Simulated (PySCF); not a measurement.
Numbering as in the mapped SMILES `[CH2:1]=[C:2]1[CH:3]=[CH:4][CH:5]=[CH:6][C:7]([CH:8]([F:9])[F:10])=[CH:11]1`. Each H is labelled by its parent atom. Ha(C1) is cis to C3; Hb(C1) is trans to C3.

Theoretical values (PySCF 2.14.0 with density-fitted response routines): GFN2-xTB structure, shielding tensors at PBE0/pcSseg-1 (GIAO). Equivalent nuclei averaged, relativity neglected, a single conformation, no solvent model.

Question: List the cross peaks expected in HSQC, COSY and HMBC spectra.

Answer: 

HSQC (one-bond C–H):
| δH | δC |
| --- | --- |
| 6.50 (H(C11)) | 145.1 (C11) |
| 6.10 (H(C3)) | 149.1 (C3) |
| 6.04 (H(C8)) | 120.2 (C8) |
| 5.78 (H(C5)) | 139.9 (C5) |
| 5.56 (H(C4)) | 133.3 (C4) |
| 5.54 (H(C6)) | 136.3 (C6) |
| 4.81 (Hb(C1)) | 120.5 (C1) |
| 4.77 (Ha(C1)) | 120.5 (C1) |

COSY cross peaks (H two or three bonds apart, from the bond graph; peaks can be absent where the dihedral angle is near 90°):
| δH | δH |
| --- | --- |
| 6.10 (H(C3)) | 5.56 (H(C4)) |
| 5.78 (H(C5)) | 5.56 (H(C4)) |
| 5.78 (H(C5)) | 5.54 (H(C6)) |
| 4.81 (Hb(C1)) | 4.77 (Ha(C1)) |

HMBC (two and three bonds, from the bond graph):
| δH | δC |
| --- | --- |
| 6.50 (H(C11)) | 152.6 (C2), 149.1 (C3), 138.5 (C7), 136.3 (C6), 120.5 (C1), 120.2 (C8) |
| 6.10 (H(C3)) | 152.6 (C2), 145.1 (C11), 139.9 (C5), 133.3 (C4), 120.5 (C1) |
| 6.04 (H(C8)) | 145.1 (C11), 138.5 (C7), 136.3 (C6) |
| 5.78 (H(C5)) | 149.1 (C3), 138.5 (C7), 136.3 (C6), 133.3 (C4) |
| 5.56 (H(C4)) | 152.6 (C2), 149.1 (C3), 139.9 (C5), 136.3 (C6) |
| 5.54 (H(C6)) | 145.1 (C11), 139.9 (C5), 138.5 (C7), 133.3 (C4), 120.2 (C8) |
| 4.81 (Hb(C1)) | 152.6 (C2), 149.1 (C3), 145.1 (C11) |
| 4.77 (Ha(C1)) | 152.6 (C2), 149.1 (C3), 145.1 (C11) |

δ = σ(ref) − σ, references computed at the same level: 1H, 13C vs TMS.

Short H···H contacts in this conformer between protons four or more bonds apart (candidates for NOE cross peaks, intensity ∝ r⁻⁶): Hb(C1)···H(C11) 2.27 Å, Ha(C1)···H(C3) 2.29 Å, H(C6)···H(C8) 2.44 Å.

Shifts are as computed. Against solution values, carbons near 30 ppm lie about +3 ppm off and those near 130 ppm about +5 ppm. Of 1211 compounds with measured shifts, 218 miss one by over three times the rms of a fit or turn the order of signals round; such compounds aren't used in these exercises.
